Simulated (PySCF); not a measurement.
The dipole of `CC(=S)[SiH]1[SiH2][SiH2][SiH2]1` from its density and from atomic charges.

Coordinates (GFN2-xTB, Å) and charges (e) from the PBE0/pcSseg-1 density (PySCF):

```json
{"atom": "C1", "x": "-2.953", "y": "-0.923", "z": "0.103", "Mulliken": "-0.1571", "IAO": "-0.4266", "Hirshfeld": "-0.1210", "ESP-fitted": "-0.3819"}
{"atom": "C2", "x": "-1.468", "y": "-0.907", "z": "0.061", "Mulliken": "-0.5490", "IAO": "-0.2603", "Hirshfeld": "-0.0328", "ESP-fitted": "+0.1540"}
{"atom": "S3", "x": "-0.619", "y": "-2.311", "z": "0.032", "Mulliken": "-0.0442", "IAO": "-0.0828", "Hirshfeld": "-0.0902", "ESP-fitted": "-0.2299"}
{"atom": "Si4", "x": "-0.500", "y": "0.707", "z": "0.038", "Mulliken": "+0.1223", "IAO": "+0.3104", "Hirshfeld": "+0.1595", "ESP-fitted": "+0.1293"}
{"atom": "Si5", "x": "1.092", "y": "0.607", "z": "-1.719", "Mulliken": "+0.1444", "IAO": "+0.1744", "Hirshfeld": "+0.1450", "ESP-fitted": "+0.0720"}
{"atom": "Si6", "x": "2.798", "y": "0.275", "z": "-0.121", "Mulliken": "+0.0330", "IAO": "+0.1728", "Hirshfeld": "+0.1489", "ESP-fitted": "+0.1309"}
{"atom": "Si7", "x": "1.247", "y": "0.567", "z": "1.637", "Mulliken": "+0.1441", "IAO": "+0.1747", "Hirshfeld": "+0.1446", "ESP-fitted": "+0.0841"}
{"atom": "H8", "x": "-3.347", "y": "-1.937", "z": "0.062", "Mulliken": "+0.1321", "IAO": "+0.1621", "Hirshfeld": "+0.0439", "ESP-fitted": "+0.0990"}
{"atom": "H9", "x": "-3.297", "y": "-0.442", "z": "1.020", "Mulliken": "+0.1436", "IAO": "+0.1667", "Hirshfeld": "+0.0577", "ESP-fitted": "+0.1468"}
{"atom": "H10", "x": "-3.352", "y": "-0.346", "z": "-0.731", "Mulliken": "+0.1407", "IAO": "+0.1639", "Hirshfeld": "+0.0560", "ESP-fitted": "+0.1450"}
{"atom": "H11", "x": "-1.551", "y": "1.742", "z": "0.093", "Mulliken": "-0.0291", "IAO": "-0.0938", "Hirshfeld": "-0.0774", "ESP-fitted": "-0.0775"}
{"atom": "H12", "x": "0.865", "y": "-0.413", "z": "-2.746", "Mulliken": "-0.0039", "IAO": "-0.0703", "Hirshfeld": "-0.0686", "ESP-fitted": "-0.0280"}
{"atom": "H13", "x": "1.169", "y": "1.857", "z": "-2.490", "Mulliken": "-0.0218", "IAO": "-0.0839", "Hirshfeld": "-0.0763", "ESP-fitted": "-0.0494"}
{"atom": "H14", "x": "3.486", "y": "-1.020", "z": "-0.164", "Mulliken": "-0.0096", "IAO": "-0.0715", "Hirshfeld": "-0.0690", "ESP-fitted": "-0.0533"}
{"atom": "H15", "x": "3.908", "y": "1.240", "z": "-0.166", "Mulliken": "-0.0204", "IAO": "-0.0819", "Hirshfeld": "-0.0751", "ESP-fitted": "-0.0555"}
{"atom": "H16", "x": "1.397", "y": "1.797", "z": "2.429", "Mulliken": "-0.0221", "IAO": "-0.0841", "Hirshfeld": "-0.0765", "ESP-fitted": "-0.0544"}
{"atom": "H17", "x": "1.119", "y": "-0.481", "z": "2.653", "Mulliken": "-0.0031", "IAO": "-0.0699", "Hirshfeld": "-0.0687", "ESP-fitted": "-0.0312"}
```

Question: Compute μ = Σ q r for each scheme (1 e·Å = 4.803 D) and compare with the dipole of the full density.

Answer: The full density gives (-1.14, 1.56, 0.05) D, 1.94 D in size; dipole vectors point from the negative to the positive end.

```tsv
scheme	μx	μy	μz	size (D)	share of the full size (%)	angle to the full dipole (°)
Mulliken	0.71	2.39	-0.03	2.50	129	53
IAO	0.05	1.98	0.02	1.98	102	37
Hirshfeld	-0.64	0.81	0.03	1.03	53	3
ESP-fitted	-1.19	1.65	0.05	2.03	105	0
```

Question: Which set comes closest?

Answer: Length of the difference vector: ESP-fitted 0.10 D, Hirshfeld 0.91 D, IAO 1.26 D, Mulliken 2.03 D. Closest: ESP-fitted. ESP charges are fitted to the potential around the molecule, whose slowest-falling term is the dipole's. The schemes that divide the density aren't constrained to reproduce the dipole.

Question: What is left for the Hirshfeld atoms' own dipoles?

Answer: The shares of the density sum to the whole, so what Σ q r misses lies in dipoles about the nuclei. The atomic dipoles sum to (-1.14, 1.56, 0.05) − (-0.64, 0.81, 0.03) = (-0.50, 0.75, 0.02) D, 0.91 D in size.

Question: With the origin at the mean of the coordinates, (0.000, 0.001, -0.001) Å, which are the largest single terms, by size, of the ESP-fitted dipole along the direction of the full one?

Answer: C1 -1.82, S3 +1.66, H10 +1.17, H9 +1.13, Si6 -0.90 D; all 17 atoms together +2.03 D. The single terms depend on the origin, their sum doesn't.

Question: Give the size of the full dipole in other units.

Answer: 1.94 D = 0.762 au = 0.403 e·Å = 6.46 × 10⁻³⁰ C·m.

Isolated species at its GFN2-xTB geometry (one conformer only).

The values belong to the conformer `[CH3:1][C:2](=[S:3])[SiH:4]1[SiH2:5][SiH2:6][SiH2:7]1`: C1–C2–Si4–Si5 -131°.
